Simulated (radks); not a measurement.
Task: All-electron atom: Ge II in [Ar] 3d9 4s2 4p2 (not the ground configuration). Method: scalar-relativistic Kohn-Sham, r2SCAN, spin-polarised, spherical densities, finite nucleus; open shells are filled with parallel spins first; meta-GGA in the generalised Kohn-Sham scheme; Fermi nuclear charge, rms radius 4.0742 fm; computed with a radial shooting solver on a logarithmic mesh with Libxc functionals. Some entries of the table are withheld. Estimate them.

orbital,occ.,eigenvalue (eV),<1/r> (bohr^-1)
1s up,1,-11013.59,32.38
1s down,1,-11013.45,32.38
2s up,1,-1406.977,7.121
2s down,1,-1405.852,7.125
2p up,3,-1230.225,6.966
2p down,3,-1229.295,6.969
3s up,1,-194.7238,2.306
3s down,1,-192.8027,2.300
3p up,3,-139.8226,2.154
3p down,3,-137.8792,2.149
3d up,5,(1),1.840
3d down,4,(2),1.835
4s up,1,-24.3031,0.6775
4s down,1,-21.5884,0.6824
4p up,2,-14.2851,0.5578
4p down,0,-11.4517,0.5643

Result: 
(1) 3d up eigenvalue (eV): -50.3448
(2) 3d down eigenvalue (eV): -48.3012
